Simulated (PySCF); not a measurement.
**Magnetic susceptibility: `[CH3][GaH][CH]1CCC1`, C5H11Ga**

Geometry (Å), atoms numbered from 1 in this order:
```xyz
17

C     2.884    0.627    0.322
Ga    1.323   -0.272   -0.633
C    -0.418   -0.973    0.222
C    -1.068    0.142    1.067
C    -1.814    0.589   -0.193
C    -1.545   -0.787   -0.811
H     3.844    0.215   -0.001
H     2.908    1.703    0.125
H     2.803    0.486    1.405
H     1.340   -0.391   -2.237
H    -0.381   -1.956    0.705
H    -1.745   -0.248    1.828
H    -0.402    0.878    1.531
H    -2.853    0.894   -0.080
H    -1.259    1.374   -0.722
H    -2.377   -1.476   -0.668
H    -1.249   -0.793   -1.868
```

The calculation used GIAO wB97X-D/pcSseg-1 magnetisability, rotational g tensor and spin-rotation constants, non-relativistic, gas phase in PySCF 2.14.0. Geometry: GFN2-xTB.

The calculation is non-relativistic, which matters for the atoms heavier than Zn.

**Question.** How diamagnetic is it, and how anisotropic?

**Answer.** Isotropic -1280 × 10⁻³⁰ J/T², or -77.1 × 10⁻⁶ cm³/mol; principal values -1478, -1301, -1059 × 10⁻³⁰ J/T², anisotropy 364 × 10⁻³⁰ J/T² (root of half the summed squared differences of the principal values). The susceptibility is in cgs units.

**Question.** Split it along the inertial axes a, b, c into diamagnetic and paramagnetic parts about the centre of mass, with the quadrupole moment.

**Answer.** 
```csv
axis,χ (10⁻⁶ cm³/mol),diamagnetic (10⁻⁶ cm³/mol),paramagnetic (10⁻⁶ cm³/mol),summed x² of all electrons (Å²),quadrupole Θ (D Å)
a,-70.6,-367.8,297.2,199.4,+0.72
b,-80.1,-977.4,897.3,55.7,-3.44
c,-80.4,-1082.4,1002.0,31.0,+2.72
```
Anisotropies 2χaa − χbb − χcc = +19.3 and 2χbb − χaa − χcc = -9.3 × 10⁻⁶ cm³/mol. Θ is traceless in Buckingham's convention.

**Question.** And the rotational g tensor?

**Answer.** 
| axis | rotational constant (GHz) | g | nuclear part | electronic part |
| --- | --- | --- | --- | --- |
| a | 5.0754 | -0.0481 | 0.6606 | -0.7087 |
| b | 1.4134 | -0.0054 | 0.5904 | -0.5958 |
| c | 1.2714 | -0.0069 | 0.5916 | -0.5985 |

Asymmetric top; isotopes 12C, 69Ga, 1H; no vibrational averaging.
